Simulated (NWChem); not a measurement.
System meant: C$_{2}$H$_{7}$AlCl$_{3}$NSi; SMILES [CH3][Al]([CH3])[NH][Si](Cl)(Cl)Cl

NWChem input:

```
start job
memory heap 200 mb stack 900 mb global 1100 mb
geometry units angstroms noautosym nocenter noautoz
  Si     0.011478     0.866249    -0.067706
  Cl    -1.194554     0.947352    -1.734009
  Cl    -1.242898     1.104823     1.547010
  Cl     1.294931     2.469432    -0.125680
  N      0.898772    -0.578375     0.014616
  Al     0.319157    -2.303713     0.088249
  C      1.685754    -3.694710     0.174952
  C     -1.611748    -2.569163     0.072019
  H      1.904458    -0.415464     0.022067
  H      2.715782    -3.304659     0.172908
  H      1.563975    -4.307205     1.084887
  H      1.591731    -4.389505    -0.677343
  H     -2.085695    -2.051691     0.923332
  H     -1.900970    -3.630590     0.118813
  H     -2.059225    -2.136627    -0.838922
end
basis spherical
  * library 6-31g*
end
dft
  xc m06-l
  iterations 150
end
property
  shielding 12 1 2 4 5 6 7 8 9 10 11 13 14
end
task dft property
```

End of the output:

```
 Vector   55  Occ=0.000000D+00  E= 9.430929D-03
              MO Center=  2.4D-01, -1.6D+00,  5.3D-02, r^2= 7.2D+00
   Bfn.  Coefficient  Atom+Function         Bfn.  Coefficient  Atom+Function
  ----- ------------  ---------------      ----- ------------  ---------------
    96      1.325312   6 Al s                11      0.672506   1 Si px
   110     -0.644391   7 C  s               124     -0.534538   8 C  s
    10     -0.425757   1 Si s                 7      0.347987   1 Si px
    28      0.348224   2 Cl s                46      0.347923   3 Cl s
    78     -0.315404   5 N  s                31      0.272236   2 Cl pz

 center of mass
 --------------
 x =  -0.14572916 y =   0.15246213 z =  -0.05963425

 moments of inertia (a.u.)
 ------------------
        3437.163013191085         122.684161491071          -9.949916827822
         122.684161491071        1650.888190181737         100.220009641886
          -9.949916827822         100.220009641886        3708.092979528777

     Multipole analysis of the density
     ---------------------------------

     L   x y z        total         alpha         beta         nuclear
     -   - - -        -----         -----         ----         -------
     0   0 0 0     -0.000000    -52.000000    -52.000000    104.000000

     1   1 0 0      0.643615      6.602905      6.602905    -12.562195
     1   0 1 0     -1.275607      2.027719      2.027719     -5.331046
     1   0 0 1      0.070546      2.611262      2.611262     -5.151979

     2   2 0 0    -61.440772   -292.890178   -292.890178    524.339584
     2   1 1 0     -0.265356     38.635308     38.635308    -77.535972
     2   1 0 1     -0.014227     -3.552749     -3.552749      7.091270
     2   0 2 0    -61.228977   -769.632964   -769.632964   1478.036951
     2   0 1 1      0.034961     27.642475     27.642475    -55.249989
     2   0 0 2    -61.761639   -201.733527   -201.733527    341.705415

          -----------------------------------------
          Chemical Shielding Tensors (GIAO, in ppm)
          -----------------------------------------

 ------------------------------------------------------------------------
  xm06: d2 not coded                    0
 ------------------------------------------------------------------------
 ------------------------------------------------------------------------
  current input line :
    30: task dft property
 ------------------------------------------------------------------------
 ------------------------------------------------------------------------
 This error has not yet been assigned to a category
 ------------------------------------------------------------------------
 For more information see the NWChem manual at https://nwchemgit.github.io

0: xm06: d2 not coded:Received an Error in Communication
```

Can this run be used? If not, why, and what is the fix?

The run crashed. Cause: this functional's second derivatives, which shieldings need, aren't coded here; the fix takes a hybrid GGA instead. This input runs:
```
start job
memory heap 200 mb stack 900 mb global 1100 mb
geometry units angstroms noautosym nocenter noautoz
  Si     0.011478     0.866249    -0.067706
  Cl    -1.194554     0.947352    -1.734009
  Cl    -1.242898     1.104823     1.547010
  Cl     1.294931     2.469432    -0.125680
  N      0.898772    -0.578375     0.014616
  Al     0.319157    -2.303713     0.088249
  C      1.685754    -3.694710     0.174952
  C     -1.611748    -2.569163     0.072019
  H      1.904458    -0.415464     0.022067
  H      2.715782    -3.304659     0.172908
  H      1.563975    -4.307205     1.084887
  H      1.591731    -4.389505    -0.677343
  H     -2.085695    -2.051691     0.923332
  H     -1.900970    -3.630590     0.118813
  H     -2.059225    -2.136627    -0.838922
end
basis spherical
  Si library 6-31g*
  Cl library 6-31g*
  N library 6-31g*
  Al library 6-31g*
  C library 6-31g*
  H library 6-31g*
end
dft
  xc pbe0
  iterations 150
end
property
  shielding 12 1 2 4 5 6 7 8 9 10 11 13 14
end
task dft property
```
It converges to -2046.99698 Ha (PBE0/6-31G* (spherical d), GIAO).
